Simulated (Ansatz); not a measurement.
Reaction (redistribution): `NB(O[SiH3])O[SiH3]` + `C=C[SiH](F)Br` → `NB(Br)O[SiH3]` + `C=C[SiH](F)O[SiH3]`

Calculated with Ansatz (gas phase, PBE0-D4/def2-TZVP geometries, no zero-point term in ΔE). CCSD(T)/CBS is the MP2 limit (def2-TZVPP, def2-QZVPP) plus CCSD(T) − MP2 in def2-TZVPP, frozen cores. DFT in def2-TZVPP. For Br outer-core shells are correlated without core-valence functions, which leaves a few kJ/mol of doubt a bond. Scalar relativity is left out up to krypton. One conformer a species, not always the lowest.

Problem. Is it downhill or uphill in electronic energy at CCSD(T)/CBS, and by how much? (Best estimate.)

Solution. Computed: Nearly level: ΔE = +0.2 kcal/mol.

Problem. What do these levels give: PBE-D4, r2SCAN-D4, ωB97X-V, PBE, PBE0, HF/def2-TZVPP, CCSD/def2-TZVPP, CCSD(T)/def2-TZVPP, HF/def2-QZVPP, MP2/def2-QZVPP, MP2/CBS(def2), CCSD/CBS(def2)? (An estimate is asked.)

Solution. Computed: PBE-D4 1.9, r2SCAN-D4 1.2, ωB97X-V 0.9, PBE 1.7, PBE0 1.7, HF/def2-TZVPP 0.6, CCSD/def2-TZVPP -0.3, CCSD(T)/def2-TZVPP -0.4, HF/def2-QZVPP 0.5, MP2/def2-QZVPP -0.5, MP2/CBS(def2) -0.2, CCSD/CBS(def2) 0.3 kcal/mol.

Largest T1 diagnostic among the species: 0.012.

In def2-TZVPP, CCSD(T) changes the Hartree–Fock value by −1.0 kcal/mol (the triples alone add −0.1 kcal/mol) and MP2 by −1.5 kcal/mol.
